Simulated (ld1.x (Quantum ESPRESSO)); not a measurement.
## Ca, PAW: configuration errors across variants

```
Element                 : calcium (Ca)
Generator               : ld1.x (Quantum ESPRESSO) 7.5
Type                    : PAW
Functional              : LDA (PZ)
Relativity              : scalar-relativistic
Frozen core             : [Ne] 3s2
Valence charge          : 8
Reference configuration : 3p6 3d0 4s0 4p0 (charge +2)
Partial waves           : 4s (bound, empty): rcut 2.85, rcutus 3.40 bohr; 4s channel at -0.5 Ry: rcut 2.85, rcutus 3.40 bohr; 3p (bound): rcut 1.65, rcutus 1.90 bohr; 4p (bound, empty): rcut 1.65, rcutus 1.90 bohr; 3d (bound, empty): rcut 1.35, rcutus 1.55 bohr; 3d channel at 2.8 Ry: rcut 1.35, rcutus 1.55 bohr
Local potential         : all-electron potential smoothed inside 1.75 bohr (lloc = -2)
Core correction         : Bessel-smoothed model core inside 1.55 bohr
Augmentation charge     : PSQ, inside the norm-conserving radii
```

All-electron excitation energies from the reference (eV): (1) 3p6 3d0 4s1 4p0 -11.950; (2) 3p6 3d0 4s1.5 4p0 -15.846; (3) 3p6 3d0 4s0 4p2 -13.296; (4) 3p6 3d0.5 4s1.5 4p0 -17.391; (5) 3p6 3d1 4s0 4p0 -10.614; (6) 3p6 3d0 4s0 4p1 -8.828; (7) 3p6 3d0 4s1 4p0 spin -12.158; (8) 3p6 3d0 4s1.5 4p0 spin -15.885.

Spin tests fill each open shell by Hund’s rule, majority spin first.

The overlap operator is not positive definite (basis up to 400 Ry) in “waves 4s (bound): rcut 2.85, rcutus 5.20 bohr; 4s channel at -0.5 Ry: rcut 2.85, rcutus 5.20 bohr”. Such files are unfit for use, however small their errors in these radial tests.

Tests that are not counted but printed errors over 1 eV. “base”: 3p6 3d0 4s2 4p0 (solver errors, printed error -440 eV). “waves 4s (bound): rcut 2.85, rcutus 5.20 bohr; 4s channel at -0.5 Ry: rcut 2.85, rcutus 5.20 bohr”: 3p6 3d0.5 4s1.5 4p0 (solver errors, printed error -442 eV); 3p6 3d0 4s2 4p0 (solver errors, printed error -10.7 eV); 4 more. “waves 3d (bound): rcut 1.35, rcutus 1.58 bohr; 3d channel at 2.8 Ry: rcut 1.35, rcutus 1.58 bohr”: 3p6 3d0 4s2 4p0 (solver errors, printed error -440 eV). “core correction Bessel-smoothed model core inside 1.58 bohr”: 3p6 3d0 4s2 4p0 (solver errors, printed error -440 eV). “wave 3d channel at 2.8 Ry: rcut 1.35, rcutus 1.55 bohr becomes 3d channel at -0.98 Ry: rcut 1.35, rcutus 1.55 bohr”: 3p6 3d0 4s2 4p0 (solver errors, printed error -440 eV).

4 further variants failed, have other tests or too few solved ones, and are left out.

Errors AE − PS in meV (a dash: test not solved or not reliable):

| change | (1) | (2) | (3) | (4) | (5) | (6) | (7) | (8) | bound ghosts |
| --- | --- | --- | --- | --- | --- | --- | --- | --- | --- |
| base | -1.6 | -2.1 | -1.8 | -11 | -35 | -0.9 | -1.2 | -2.0 | none |
| waves 4s (bound): rcut 2.85, rcutus 5.20 bohr; 4s channel at -0.5 Ry: rcut 2.85, rcutus 5.20 bohr | – | – | -1.8 | – | -35 | -0.9 | – | – | not determined (overlap not positive) |
| waves 3d (bound): rcut 1.35, rcutus 1.58 bohr; 3d channel at 2.8 Ry: rcut 1.35, rcutus 1.58 bohr | -1.6 | -2.1 | -1.8 | -9.4 | -34 | -0.9 | -1.2 | -2.0 | none |
| core correction Bessel-smoothed model core inside 1.58 bohr | -1.6 | -2.1 | -1.8 | -11 | -35 | -0.9 | -1.2 | -2.0 | none |
| waves 3p (bound): rcut 1.64, rcutus 1.74 bohr; 4p (bound): rcut 1.64, rcutus 1.74 bohr | -1.6 | -2.1 | -1.8 | -10 | -35 | -0.9 | -1.2 | -2.1 | none |
| wave 3d channel at 2.8 Ry: rcut 1.35, rcutus 1.55 bohr becomes 3d channel at -0.98 Ry: rcut 1.35, rcutus 1.55 bohr | -1.6 | -2.1 | -1.8 | -10 | -35 | -0.9 | -1.2 | -2.0 | none |
| local potential all-electron potential smoothed inside 3.20 bohr (lloc = -1) | -1.6 | -2.1 | -2.4 | -12 | -38 | -1.1 | -1.2 | -2.1 | none |

(1) Give the same row for: local potential all-electron potential smoothed inside 3.86 bohr (lloc = -2).

Results:

(1) –, –, -8.0, –, -64, -3.1, –, –; bound ghosts: none. Not counted: 3p6 3d0.5 4s1.5 4p0 (solver errors, printed error -449 eV); 3p6 3d0 4s2 4p0 (solver errors, printed error -441 eV); 4 more.
